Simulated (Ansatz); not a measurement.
Job for Ansatz (a first-principles code): U-CCSDT(Q)/cc-pVTZ on NH2 (SMILES [NH2+]), 2S+1 = 3, a spin state set in the input, which need not be the lowest. Charge +1.

Ansatz 0.2 input:
```yaml
crystal:
  periodic: [false, false, false]
  atoms:
    - {symbol: N, position_ang: [0.00013468, -0.05122920, 0.00000001]}
    - {symbol: H, position_ang: [-1.01097148, 0.17664562, -0.00000003]}
    - {symbol: H, position_ang: [1.01002872, 0.18195880, -0.00000003]}
basis:
  gaussian:
    orbitals: cc-pVTZ
total_charge: 1
magnetization: {spin_polarized: true, initial_magnetization: 2}
correlation: {method: ccsdt_q, electrons: outside_noble_gas}
scf: {omitted_lower_state_checks: [cluster_reference]}
```

The head of its log:

```
WARN ansatz: RAYON_NUM_THREADS=2 ignored (pool sized by the plan → 2); use --threads N
Functional definition: HF
these checks for a lower state are left out or cut short: cluster_reference
integrals: 0.06 GiB planned
671 factors; integrals over basis functions are off by at most 1.9e-7 eV
mean field: 0.10 GiB planned
mean field evaluation 1: about -1501.9907 eV, gradient 1.6e1 eV
mean field evaluation 2: about -1501.9926 eV, gradient 1.6e1 eV
mean field evaluation 4: about -1502.9973 eV, gradient 1.4e0 eV
mean field evaluation 8: about -1503.0187 eV, gradient 1.3e-4 eV
mean field -1503.01872263 eV, -55.2349192741 hartree, gradient 1.6e-6 eV, S^2 2.023901; 0 other end points of the search recorded, 0 dependent functions left out
1 core orbitals not correlated
reference -1503.01872263 eV, -55.2349192741 hartree; 4, 2 occupied and 53, 55 virtual orbitals, 671 factors
```

**Question.** What total energy does the run end on?

**Answer.** -55.3893 hartree (reference determinant -55.2349, T1 diagnostic 0.010).
